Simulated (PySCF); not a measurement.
A geometry optimisation on `O=C[SiH2]O[SiH2]O`.

Computed with PBE0-D3(BJ)/def2-SVP geometry optimisation, gas phase (PySCF 2.14.0). Start geometry: GFN2-xTB. A driver script takes a list of jobs; this job's settings line and coordinates (Å) are shown.

Command:
```bash
OMP_NUM_THREADS=1 python probes_run.py task.json out
```

Input:
```
{"job": {"xc": "PBE0", "basis": "def2-SVP", "d3": "d3bj", "grid": 1, "shake": 0.01, "kind": "geom"}, "charge": 0, "multiplicity": 1}
O     -1.057240     1.095900     1.379260
C     -1.700520     0.166150     0.945140
Si    -0.999160    -1.093550    -0.325960
O      0.489340    -0.593350    -0.811690
Si     1.778220     0.380680    -0.676070
O      1.564540     1.412280     0.553740
H     -2.723180     0.015980     1.310770
H     -0.835610    -2.354380     0.390080
H     -1.878600    -1.103750    -1.448100
H      1.832570     1.067950    -1.941860
H      2.871820    -0.519120    -0.353820
H      0.697510     1.496920     0.969470
```

Estimate the output.

```
step   0  E = -845.55099606  max force = 0.032208
step   1  E = -845.55933627  max force = 0.011259
step   2  E = -845.55975971  max force = 0.004160
step   3  E = -845.55935447  max force = 0.004221
step   4  E = -845.55991051  max force = 0.002195
step   5  E = -845.55987449  max force = 0.002696
step   6  E = -845.55999167  max force = 0.000714
step   7  E = -845.56001606  max force = 0.000670
step   8  E = -845.56012823  max force = 0.002357
step   9  E = -845.56029432  max force = 0.004378
step  10  E = -845.56042997  max force = 0.004292
step  11  E = -845.56063148  max force = 0.001696
step  12  E = -845.56073923  max force = 0.000891
step  13  E = -845.56079733  max force = 0.001369
step  14  E = -845.56084156  max force = 0.001079
step  15  E = -845.56086932  max force = 0.000556
step  16  E = -845.56088739  max force = 0.000431
step  17  E = -845.56089290  max force = 0.000338
optimisation converged
```

Energies in Eh; «max force» is the largest Cartesian gradient component in Eh/bohr.

Give the first gradient maximum in eV/Å.

With 1 Eh/bohr = 51.422 eV/Å, 1.656 eV/Å.

How much energy does the optimisation release, in kJ/mol?

E(step 0) − E(last step) = 0.009897 Eh, which is 26.0 kJ/mol.

Main results: final energy -845.56089 Eh after 17 steps; dipole 2.94 D.

Estimate the wall time. Hardware: one thread of an AMD EPYC 7R43, no GPU, on a shared host. And the peak memory of the process?

About 1.7 min, with 0.52 GiB resident at the peak, the Python interpreter and its libraries included.
Labels such as C1 count atoms from 1, the log's own numbers from 0.
